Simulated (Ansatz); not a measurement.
The lowest singlet and triplet of H3NSi (SMILES [N][SiH3]); geometries from B3LYP-D3(BJ)/def2-TZVP, each state relaxed from the structure named, with no frequency check, low spin by broken symmetry.
Singlet (charge 0, multiplicity 1):
```xyz
5

N      1.313    -0.008    -0.149
Si    -0.456     0.003     0.052
H     -0.934     1.407     0.023
H     -0.795    -0.624     1.353
H     -1.069    -0.766    -1.059
```

| level | gap E(singlet) − E(triplet), vertical, at the singlet's geometry (kJ/mol) | cost |
|---|---|---|
| R-HF/cc-pV(D+d)Z | 259.1 | - |
| R-HF/cc-pV(T+d)Z | 256.9 | - |
| R-HF/cc-pV(Q+d)Z | 256.2 | - |
| R-SVWN5/def2-TZVPP | 170.8 | ×0.5 |
| U-SVWN5/def2-TZVPP (spin-contaminated) | 60.1 | ×1 |
| R-PBE/def2-TZVPP | 182.4 | ×1 |
| U-PBE/def2-TZVPP (spin-contaminated) | 45.0 | ×5 |
| R-r2SCAN/def2-TZVPP | 211.6 | ×3 |
| U-r2SCAN/def2-TZVPP (spin-contaminated) | 41.3 | ×6 |
| U-B3LYP/def2-TZVPP (spin-contaminated) | 46.2 | ×4 |
| R-PBE0/def2-TZVPP | 201.9 | ×3 |
| U-PBE0/def2-TZVPP (spin-contaminated) | 50.3 | ×4 |
| R-BHLYP/def2-TZVPP | 197.8 | ×1 |
| U-BHLYP/def2-TZVPP (spin-contaminated) | 49.1 | ×2 |
| R-wB97X-V/def2-TZVPP | 178.3 | ×6 |
| U-wB97X-V/def2-TZVPP (spin-contaminated) | 51.3 | ×8 |
| U-wB97M-V/def2-TZVPP (spin-contaminated) | 66.3 | ×20 |
| U-B2PLYP/def2-TZVPP (spin-contaminated) | 53.5 | ×10 |
| R-MP2/cc-pV(D+d)Z | 211.6 | - |
| R-MP2/cc-pV(Q+d)Z | 193.3 | - |
| R-SCS-MP2/cc-pV(D+d)Z | 195.0 | - |
| R-SCS-MP2/cc-pV(T+d)Z | 177.9 | - |
| R-CCSD/cc-pV(D+d)Z | 187.5 | - |
| R-CCSD/cc-pV(T+d)Z | 178.2 | - |
| R-CCSD/cc-pV(Q+d)Z | 174.3 | - |
| R-CCSD(T)/cc-pV(D+d)Z | 177.1 | ×0.5 |
| R-CCSD(T)/cc-pV(T+d)Z | 167.5 | ×2 |
| R-CCSD(T)/cc-pV(Q+d)Z | 163.4 | ×60 |
| R-CCSDT/cc-pV(D+d)Z | 156.6 | - |
| R-CCSDT(Q)/cc-pV(D+d)Z | 151.1 | ×9 |
| SA-CASSCF(2,2)/cc-pV(D+d)Z | 164.9 | - |
| SA-CASSCF(2,2)/cc-pV(T+d)Z | 159.2 | - |
| SA-CASSCF(2,2)/cc-pV(Q+d)Z | 157.8 | - |
| SC-NEVPT2 on SA-CASSCF(2,2)/cc-pV(D+d)Z | 155.4 | - |
| SC-NEVPT2 on SA-CASSCF(2,2)/cc-pV(T+d)Z | 142.4 | - |
| SC-NEVPT2 on SA-CASSCF(2,2)/cc-pV(Q+d)Z | 137.5 | - |
| FIC-NEVPT4(SD) on SA-CASSCF(2,2)/cc-pV(D+d)Z | 155.5 | - |
| FIC-NEVPT4(SD) on SA-CASSCF(2,2)/cc-pV(T+d)Z | 142.6 | - |
| FIC-MRCISD+Q on SA-CASSCF(2,2)/cc-pV(D+d)Z | 152.7 | - |
| FIC-MRCISD+Q on SA-CASSCF(2,2)/cc-pV(T+d)Z | 140.4 | - |

The rows run from 41.3 (U-r2SCAN/def2-TZVPP (spin-contaminated)) to 259.1 kJ/mol (R-HF/cc-pV(D+d)Z). In cc-pV(Q+d)Z the value moves R-HF 256.2, R-MP2 193.3, R-CCSD 174.3, R-CCSD(T) 163.4, a shift of -92.9 from R-HF to R-CCSD(T). From cc-pV(D+d)Z to cc-pV(Q+d)Z R-CCSD(T) changes by -13.7. The 6 R-functionals in def2-TZVPP without D3 or D4 span 40.8, from R-SVWN5 to R-r2SCAN.

A positive gap puts the triplet lower; no zero-point energy. R- takes a restricted singlet, here one determinant of a half-filled degenerate or near-degenerate pair, which mixes singlet states. U- takes an unrestricted singlet (broken symmetry where lower, unprojected). The triplet is unrestricted in single-reference levels. Active spaces average the two states.

Cores are frozen in the correlated methods.

Doubts at one or more of the structures used: a restricted determinant that unrestricted orbitals would lower (R-HF/cc-pV(D+d)Z, R-HF/cc-pV(T+d)Z, R-HF/cc-pV(Q+d)Z, R-SVWN5/def2-TZVPP, R-PBE/def2-TZVPP, R-r2SCAN/def2-TZVPP, R-PBE0/def2-TZVPP, R-BHLYP/def2-TZVPP, R-wB97X-V/def2-TZVPP, R-MP2/cc-pV(D+d)Z, R-MP2/cc-pV(Q+d)Z, R-SCS-MP2/cc-pV(D+d)Z, R-SCS-MP2/cc-pV(T+d)Z, R-CCSD/cc-pV(D+d)Z, R-CCSD/cc-pV(T+d)Z, R-CCSD/cc-pV(Q+d)Z, R-CCSD(T)/cc-pV(D+d)Z, R-CCSD(T)/cc-pV(T+d)Z, R-CCSD(T)/cc-pV(Q+d)Z, R-CCSDT/cc-pV(D+d)Z, R-CCSDT(Q)/cc-pV(D+d)Z); other coupled-cluster roots lie near (R-CCSDT/cc-pV(D+d)Z, R-CCSDT(Q)/cc-pV(D+d)Z).

Programs: Ansatz (Gaussian basis) for Hartree–Fock, density functionals and correlated methods. Each number belongs to the level named beside it.

Costs are rough ratios of core time to R-PBE/def2-TZVPP (about 7 s over the structures, on one shared machine); a dash marks a level with no comparable run of its own.

Ansatz is a quantum-chemistry and plane-wave program.
